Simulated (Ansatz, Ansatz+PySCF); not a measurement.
```xyz
2

Mn    0.0000    0.0000    0.0000
F     0.0000    0.0000    1.8360
```

Basis set: def2-SVP (spherical functions). Frozen core: 6 orbitals. Charge 0, multiplicity 7.

Computed with Ansatz (development build ahead of 0.2.0); each method stands on the lowest determinant of its kind that the runs found. Restricted functionals stand beside restricted open-shell atoms, which can lie above the unrestricted atoms usual in DFT and then raise those values.

Give the atomization energy at this shape (free ground-state atoms in the same class of orbitals less the molecule, no zero-point energy) of septet MnF by ωB97X (unrestricted), ωB97X (restricted open-shell), r²SCAN (unrestricted), r²SCAN (restricted open-shell), PBE0 (unrestricted), PBE0 (restricted open-shell), PBE (unrestricted), PBE (restricted open-shell), UHF-MP2, UHF, ROHF.

```json
{"method": "ωB97X (unrestricted)", "atomization energy": "94.32 kcal/mol"}
{"method": "ωB97X (restricted open-shell)", "atomization energy": "95.20 kcal/mol"}
{"method": "r²SCAN (unrestricted)", "atomization energy": "115.08 kcal/mol"}
{"method": "r²SCAN (restricted open-shell)", "atomization energy": "117.42 kcal/mol"}
{"method": "PBE0 (unrestricted)", "atomization energy": "104.87 kcal/mol"}
{"method": "PBE0 (restricted open-shell)", "atomization energy": "106.12 kcal/mol"}
{"method": "PBE (unrestricted)", "atomization energy": "115.39 kcal/mol"}
{"method": "PBE (restricted open-shell)", "atomization energy": "116.50 kcal/mol"}
{"method": "UHF-MP2", "atomization energy": "102.65 kcal/mol"}
{"method": "UHF", "atomization energy": "74.15 kcal/mol"}
{"method": "ROHF", "atomization energy": "77.08 kcal/mol"}
```
